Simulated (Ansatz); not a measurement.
Born–Oppenheimer molecular dynamics of CH$_{9}$NOSi (13 atoms, charge 0, multiplicity 1). It starts from a rough guess of a transition structure, not a stationary point.

Method: UKS PBE-D4/6-31G (Ansatz).

```yaml
ensemble: NVE (velocity Verlet)
time_step: 0.5 fs
steps_asked: 150
starting_velocities_drawn_for: 1000 K
seed: 176206
```

Frames 1 fs apart, positions in Å, forces in eV/Å.

Velocities at 35.0 fs (Å/ps):

```
Si -8.24 9.99 -0.05
N 9.53 -13.98 -14.05
O -6.57 -5.30 1.52
C 4.74 -6.69 3.23
H 10.63 56.06 14.01
H -37.14 -56.33 -0.64
H 104.97 80.91 18.77
H 28.54 36.76 102.17
H 2.28 11.11 -35.69
H -11.84 -61.22 20.32
H 7.80 -2.94 4.11
H 27.31 52.28 12.82
H 12.28 -36.75 -1.78
```

```xyz
13
Properties=species:S:1:pos:R:3:forces:R:3 time_fs=35.0 energy_less_start_eV=-1.872 T=2313
Si -0.279 -0.392 0.776 2.19 2.02 -0.43
N 1.146 -1.386 0.303 -0.10 -0.46 0.18
O -0.085 1.055 -0.429 -1.07 -1.29 0.76
C -1.186 1.198 -1.429 1.62 -1.92 -0.35
H 0.042 0.330 2.103 -0.12 -0.17 -0.33
H -1.627 -1.036 1.008 -0.02 -0.35 -0.54
H 3.012 1.667 3.211 0.92 -0.06 -1.31
H 3.481 1.643 2.557 -0.93 0.05 1.30
H 1.248 -2.407 0.212 -0.39 0.57 0.04
H 2.041 -0.889 0.162 -0.65 -0.15 0.07
H -1.730 2.066 -1.230 -1.28 1.82 0.60
H -0.765 1.313 -2.459 -0.02 -0.34 0.46
H -1.841 0.304 -1.366 -0.15 0.27 -0.45
13
Properties=species:S:1:pos:R:3:forces:R:3 time_fs=36.0 energy_less_start_eV=-1.779 T=2245
Si -0.287 -0.382 0.776 2.15 1.39 -0.17
N 1.155 -1.400 0.289 -2.25 -0.08 0.70
O -0.092 1.049 -0.427 -0.93 -1.26 0.89
C -1.180 1.190 -1.425 1.17 -1.55 -0.42
H 0.052 0.385 2.115 -0.24 -0.49 -0.67
H -1.663 -1.093 1.005 0.66 0.10 -0.58
H 3.119 1.748 3.227 -1.50 0.26 2.16
H 3.507 1.679 2.662 1.49 -0.26 -2.17
H 1.248 -2.394 0.176 -0.49 -0.58 -0.03
H 2.028 -0.950 0.183 1.14 1.03 -0.16
H -1.729 2.071 -1.223 -1.16 1.26 0.57
H -0.738 1.364 -2.444 -0.15 -0.59 0.49
H -1.829 0.270 -1.370 0.10 0.78 -0.63
13
Properties=species:S:1:pos:R:3:forces:R:3 time_fs=37.0 energy_less_start_eV=-1.321 T=1939
Si -0.294 -0.371 0.775 2.19 0.81 -0.02
N 1.163 -1.414 0.275 -3.99 0.42 1.08
O -0.100 1.043 -0.425 -0.79 -1.22 1.00
C -1.174 1.182 -1.423 0.49 -0.55 -0.32
H 0.059 0.435 2.120 -0.33 -0.74 -0.88
H -1.693 -1.149 0.996 1.12 0.47 -0.58
H 3.211 1.832 3.264 -3.47 1.22 5.33
H 3.548 1.713 2.746 3.46 -1.22 -5.34
H 1.244 -2.387 0.141 -0.58 -1.60 -0.14
H 2.026 -1.001 0.202 2.61 1.88 -0.21
H -1.738 2.088 -1.211 -0.70 0.22 0.38
H -0.712 1.408 -2.425 -0.24 -0.79 0.43
H -1.816 0.242 -1.380 0.23 1.10 -0.74
13
Properties=species:S:1:pos:R:3:forces:R:3 time_fs=38.0 energy_less_start_eV=-1.454 T=2019
Si -0.300 -0.360 0.775 2.26 0.27 0.06
N 1.168 -1.428 0.263 -3.93 1.02 1.16
O -0.107 1.035 -0.422 -0.66 -1.16 1.08
C -1.167 1.173 -1.420 -0.12 0.56 -0.17
H 0.064 0.478 2.118 -0.39 -0.91 -0.97
H -1.713 -1.202 0.982 1.40 0.77 -0.55
H 3.274 1.926 3.347 -1.37 0.75 2.23
H 3.619 1.736 2.783 1.36 -0.75 -2.24
H 1.234 -2.395 0.103 -0.65 -1.80 -0.20
H 2.048 -1.034 0.219 2.36 1.75 -0.08
H -1.754 2.107 -1.195 -0.21 -0.77 0.15
H -0.689 1.446 -2.401 -0.30 -0.90 0.30
H -1.801 0.225 -1.397 0.23 1.18 -0.78
13
Properties=species:S:1:pos:R:3:forces:R:3 time_fs=39.0 energy_less_start_eV=-1.455 T=2020
Si -0.306 -0.349 0.775 2.34 -0.23 0.06
N 1.171 -1.441 0.251 -2.37 1.33 1.05
O -0.116 1.028 -0.418 -0.55 -1.09 1.14
C -1.161 1.164 -1.418 -0.51 1.49 -0.03
H 0.065 0.513 2.106 -0.41 -1.01 -0.96
H -1.719 -1.246 0.962 1.54 0.98 -0.50
H 3.323 2.027 3.452 0.74 -0.54 -1.27
H 3.703 1.753 2.799 -0.74 0.53 1.27
H 1.218 -2.419 0.065 -0.65 -1.02 -0.10
H 2.091 -1.051 0.235 0.63 0.87 0.03
H -1.772 2.119 -1.177 0.16 -1.43 -0.04
H -0.668 1.474 -2.374 -0.30 -0.91 0.10
H -1.784 0.219 -1.422 0.13 1.02 -0.76
13
Properties=species:S:1:pos:R:3:forces:R:3 time_fs=40.0 energy_less_start_eV=-1.171 T=1826
Si -0.310 -0.338 0.775 2.43 -0.72 -0.01
N 1.172 -1.454 0.239 -0.79 1.18 0.91
O -0.124 1.019 -0.414 -0.45 -0.98 1.18
C -1.155 1.156 -1.416 -0.68 2.19 0.08
H 0.061 0.537 2.085 -0.40 -1.04 -0.84
H -1.711 -1.282 0.938 1.55 1.13 -0.43
H 3.378 2.123 3.546 1.46 -1.28 -2.62
H 3.781 1.774 2.826 -1.47 1.27 2.61
H 1.195 -2.453 0.025 -0.55 0.19 0.14
H 2.140 -1.060 0.251 -1.15 -0.03 0.02
H -1.788 2.118 -1.160 0.38 -1.74 -0.18
H -0.650 1.494 -2.346 -0.25 -0.84 -0.15
H -1.766 0.223 -1.454 -0.06 0.66 -0.71
13
Properties=species:S:1:pos:R:3:forces:R:3 time_fs=41.0 energy_less_start_eV=-0.981 T=1694
Si -0.314 -0.327 0.775 2.52 -1.23 -0.17
N 1.172 -1.465 0.229 0.08 0.88 0.83
O -0.133 1.010 -0.409 -0.36 -0.85 1.17
C -1.149 1.151 -1.413 -0.71 2.64 0.15
H 0.055 0.552 2.056 -0.35 -0.98 -0.61
H -1.687 -1.306 0.909 1.46 1.20 -0.35
H 3.447 2.208 3.616 1.57 -1.59 -2.92
H 3.845 1.807 2.877 -1.58 1.58 2.91
H 1.168 -2.485 -0.014 -0.38 1.21 0.39
H 2.179 -1.069 0.268 -2.24 -0.61 -0.07
H -1.801 2.100 -1.145 0.45 -1.74 -0.26
H -0.635 1.506 -2.320 -0.16 -0.68 -0.43
H -1.748 0.233 -1.492 -0.29 0.18 -0.64
13
Properties=species:S:1:pos:R:3:forces:R:3 time_fs=42.0 energy_less_start_eV=-1.095 T=1774
Si -0.318 -0.316 0.775 2.63 -1.78 -0.43
N 1.172 -1.476 0.219 0.24 0.71 0.83
O -0.142 1.000 -0.404 -0.28 -0.69 1.11
C -1.144 1.147 -1.411 -0.65 2.72 0.12
H 0.044 0.558 2.021 -0.27 -0.83 -0.27
H -1.650 -1.319 0.877 1.27 1.20 -0.26
H 3.530 2.277 3.658 1.33 -1.54 -2.56
H 3.895 1.855 2.955 -1.33 1.54 2.56
H 1.137 -2.506 -0.049 -0.19 1.76 0.57
H 2.197 -1.084 0.284 -2.62 -0.87 -0.18
H -1.810 2.065 -1.132 0.38 -1.45 -0.27
H -0.621 1.512 -2.298 -0.05 -0.48 -0.66
H -1.734 0.245 -1.537 -0.45 -0.29 -0.55
13
Properties=species:S:1:pos:R:3:forces:R:3 time_fs=43.0 energy_less_start_eV=-1.427 T=2002
Si -0.320 -0.307 0.774 2.77 -2.35 -0.78
N 1.173 -1.486 0.209 -0.17 0.78 0.92
O -0.152 0.990 -0.397 -0.23 -0.49 0.99
C -1.139 1.146 -1.408 -0.51 2.28 -0.09
H 0.031 0.556 1.984 -0.15 -0.60 0.19
H -1.601 -1.321 0.843 0.98 1.11 -0.17
H 3.626 2.332 3.676 0.61 -0.83 -1.23
H 3.932 1.917 3.058 -0.61 0.83 1.23
H 1.104 -2.511 -0.078 -0.03 1.80 0.62
H 2.190 -1.107 0.298 -2.37 -0.87 -0.26
H -1.815 2.017 -1.121 0.12 -0.86 -0.20
H -0.608 1.513 -2.282 0.03 -0.26 -0.78
H -1.723 0.254 -1.587 -0.45 -0.55 -0.43
13
Properties=species:S:1:pos:R:3:forces:R:3 time_fs=44.0 energy_less_start_eV=-1.522 T=2064
Si -0.321 -0.298 0.774 3.00 -2.90 -1.21
N 1.173 -1.496 0.201 -1.18 1.05 1.08
O -0.161 0.980 -0.390 -0.20 -0.23 0.77
C -1.135 1.146 -1.406 -0.26 1.30 -0.58
H 0.017 0.548 1.949 0.00 -0.28 0.75
H -1.542 -1.312 0.807 0.55 0.89 -0.07
H 3.727 2.381 3.683 -0.91 1.52 1.98
H 3.963 1.986 3.171 0.91 -1.53 -1.99
H 1.071 -2.498 -0.102 0.05 1.35 0.52
H 2.161 -1.137 0.309 -1.42 -0.59 -0.25
H -1.819 1.961 -1.113 -0.34 -0.01 -0.03
H -0.594 1.511 -2.274 0.04 -0.06 -0.74
H -1.717 0.258 -1.641 -0.24 -0.53 -0.24
13
Properties=species:S:1:pos:R:3:forces:R:3 time_fs=45.0 energy_less_start_eV=-1.253 T=1887
Si -0.321 -0.290 0.773 3.37 -3.32 -1.61
N 1.172 -1.505 0.193 -2.82 1.48 1.26
O -0.171 0.969 -0.383 -0.19 0.09 0.46
C -1.131 1.147 -1.403 0.09 0.07 -1.29
H 0.003 0.537 1.921 0.16 0.06 1.32
H -1.479 -1.295 0.770 -0.06 0.50 0.01
H 3.820 2.444 3.710 -1.89 4.17 4.60
H 4.004 2.040 3.264 1.89 -4.17 -4.60
H 1.038 -2.473 -0.120 0.01 0.45 0.25
H 2.118 -1.174 0.319 0.31 -0.03 -0.10
H -1.827 1.905 -1.104 -0.92 0.90 0.20
H -0.581 1.509 -2.272 -0.04 0.10 -0.53
H -1.712 0.257 -1.697 0.09 -0.30 0.04
13
Properties=species:S:1:pos:R:3:forces:R:3 time_fs=46.0 energy_less_start_eV=-1.323 T=1925
Si -0.320 -0.283 0.771 3.90 -3.48 -1.81
N 1.170 -1.513 0.185 -4.65 2.05 1.42
O -0.180 0.959 -0.375 -0.19 0.47 0.06
C -1.127 1.149 -1.403 0.33 -0.89 -1.98
H -0.010 0.527 1.905 0.27 0.32 1.75
H -1.416 -1.273 0.734 -0.83 -0.08 0.06
H 3.896 2.543 3.777 -0.65 1.92 1.81
H 4.060 2.058 3.318 0.64 -1.92 -1.81
H 1.005 -2.444 -0.137 -0.14 -0.71 -0.15
H 2.079 -1.210 0.327 2.36 0.61 0.19
H -1.843 1.857 -1.094 -1.30 1.48 0.33
H -0.567 1.508 -2.276 -0.17 0.24 -0.22
H -1.708 0.253 -1.753 0.42 -0.02 0.35
```

Of the whole run (75 fs, mean temperature of the second half 1936 K): The conserved energy stayed within 1 meV per atom of its start (net change -0.21 meV per atom), so the integration is sound. The system heated up, since it started high on the potential surface and ran downhill. A run of 0.075 ps of so small a system gives no equilibrium averages. The orbitals stay closed-shell, which can raise the energy where a bond breaks towards radicals; this wasn't checked here. Limits of this set-up: no polarisation functions.

The run took 5.7 min on 1 thread of Intel(R) Xeon(R) 6975P-C (Granite Rapids), with other jobs on the host, peak memory 0.15 GiB.
